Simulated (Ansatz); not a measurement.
GaH2(SMe) (CH₅GaS), relaxed as a singlet with RKS PBE0-D4/def2-TZVP in Ansatz, starting from the GFN2-xTB geometry. Force threshold 0.02 eV/Å.

Start:

```tsv
atom	x (Å)	y (Å)	z (Å)
Ga1	1.031	0.315	1.314
H2	-0.077	1.430	1.496
H3	2.237	0.283	2.319
S4	0.753	-1.096	-0.376
C5	-0.768	-0.337	-1.083
H6	-1.123	0.479	-0.444
H7	-1.524	-1.112	-1.153
H8	-0.530	0.038	-2.073
```

```csv
step,energy (eV),largest force component (eV/Å),SCF passes
1,-64321.2168,0.712,15
2,-64321.2565,0.396,19
3,-64321.2756,0.271,21
4,-64321.2765,0.140,20
5,-64321.2807,0.024,21
6,-64321.2809,0.010,21
```

Force components are those of the run's own axes.

End:

```xyz
8

Ga    1.0282    0.3877    1.3762
H    -0.0488    1.5091    1.5562
H     2.2773    0.1347    2.2745
S     0.7499   -0.9675   -0.3141
C    -0.7712   -0.3528   -1.0985
H    -1.2121    0.4632   -0.5273
H    -1.4867   -1.1719   -1.1639
H    -0.5366   -0.0025   -2.1031
```

By distances, no bond broke or formed. The bond that changes most is Ga1–S4, from 2.22 to 2.18 Å (atoms count from 1).

No frequencies were taken in this run, so the end may be a saddle point.

Hardware: 4 threads of Arm Neoverse V2 on a shared host. Wall time 9 s.
